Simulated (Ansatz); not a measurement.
Stepwise reaction of `[NH2][Y]([NH2])[Cl]` with hydrogen chloride, as a gas-phase model of exchange steps in deposition or etching. ΔE in kJ/mol.

Isolated molecules relaxed with PBE0-D4/def2-TZVP in Ansatz; ΔE leaves out vibrations. CBS: MP2 limit from def2 TZ/QZ plus the TZ coupled-cluster correction, frozen cores. This one scheme is used for every species. DFT in def2-TZVPP. B3LYP here is the variant with VWN-RPA as its local correlation; programs differ in this. def2 core potentials past Kr. For Y outer-core shells are correlated without core-valence functions, which leaves a few kJ/mol of doubt a bond. Each species was taken in one conformer, which may not be the lowest.

```
step                                                  reaction  PBE-D4  B3LYP-D4  ωB97M-V  CCSD(T)/CBS
   1  `[NH2][Y]([NH2])[Cl]` + HCl → `[NH2][Y]([Cl])[Cl]` + NH₃  -129.3    -133.9   -135.4       -135.6
   2    `[NH2][Y]([Cl])[Cl]` + HCl → `[Cl][Y]([Cl])[Cl]` + NH₃  -113.2    -117.3   -118.6       -120.5
```

(1) By hand: ΔE of the 2 steps together at CCSD(T)/CBS.

Results:

(1) (-135.6) + (-120.5) = -256.1 kJ/mol, or -128.1 kJ/mol a step.

In ΔE each step is higher than the one before. All are downhill at CCSD(T)/CBS. PBE-D4 differs from CCSD(T)/CBS by 6.3 to 7.3 kJ/mol a step. Isolated molecules leave out the surface, adducts and barriers. Largest T1 diagnostic: 0.011.
